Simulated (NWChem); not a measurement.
Species: CH4ClFSi; SMILES [SiH](F)(C)Cl

### Question
Give the equilibrium geometry at PBE0/def2-SVP (NWChem) as an XYZ file, with the point group.

### Answer
point group C1; any orientation.
```
8

Si    -0.0931     0.4038    -0.3781
C      1.3493     1.3661     0.2678
F     -1.4503     0.9397     0.3284
Cl     0.1114    -1.5862     0.1130
H     -0.2878     0.5021    -1.8447
H      1.2372     2.4349     0.0273
H      2.2883     1.0050    -0.1785
H      1.4223     1.2607     1.3608
```
